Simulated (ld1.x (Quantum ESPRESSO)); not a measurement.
K (Z = 19), TM: configuration errors across variants

potassium (K), norm-conserving Troullier–Martins (Kleinman–Bylander form), made with ld1.x (Quantum ESPRESSO) 7.5 (LDA (PZ), scalar-relativistic). Core [Ar], reference 3d0 4s0.5 4p0 (charge +0.5). Waves: 4p (bound, empty): rc 4.20 bohr; 3d (bound, empty): rc 4.20 bohr; 4s (bound): rc 3.40 bohr. Local part: the s channel. Core correction: Bessel-smoothed model core inside 3.10 bohr.

All-electron excitation energies from the reference (eV): (1) 3d0 4s1 4p0 -1.710; (2) 3d0 4s0 4p1 -0.079; (3) 3d1 4s0 4p0 0.804; (4) 3d0.5 4s0.5 4p0 -0.460; (5) 3d0 4s0.5 4p0 spin -0.050; (6) 3d0 4s1 4p0 spin -1.850.

Spin tests fill each open shell by Hund’s rule, majority spin first.

Errors AE − PS in meV (a dash: test not solved or not reliable):

```tsv
change	(1)	(2)	(3)	(4)	(5)	(6)	bound ghosts
base	-1.4	-1.8	+1.6	-0.4	-0.1	-0.9	none
wave 3d (bound): rc 4.20 bohr becomes 3d (bound): rc 3.26 bohr	-1.4	-1.8	-1.4	-1.0	-0.1	-0.9	none
wave 3d (bound): rc 4.20 bohr becomes 3d (bound): rc 3.78 bohr	-1.4	-1.8	+0.5	-0.7	-0.1	-0.9	none
wave 3d (bound): rc 4.20 bohr becomes 3d (bound): rc 4.48 bohr	-1.4	-1.8	+2.3	-0.1	-0.1	-0.9	none
wave 3d (bound): rc 4.20 bohr becomes 3d (bound): rc 5.14 bohr	-1.4	-1.8	+2.4	+0.6	-0.1	-0.9	none
wave 3d (bound): rc 4.20 bohr becomes 3d (bound): rc 5.70 bohr	-1.4	-1.8	+1.3	+1.4	-0.1	-0.9	none
wave 3d (bound): rc 4.20 bohr becomes 3d (bound): rc 6.20 bohr	-1.4	-1.8	-0.6	+2.6	-0.1	-0.9	none
```

Task: Give the same row for: wave 3d (bound): rc 4.20 bohr becomes 3d (bound): rc 2.92 bohr.

Result: -1.4, -1.8, -2.4, -1.2, -0.1, -0.9; bound ghosts: none.
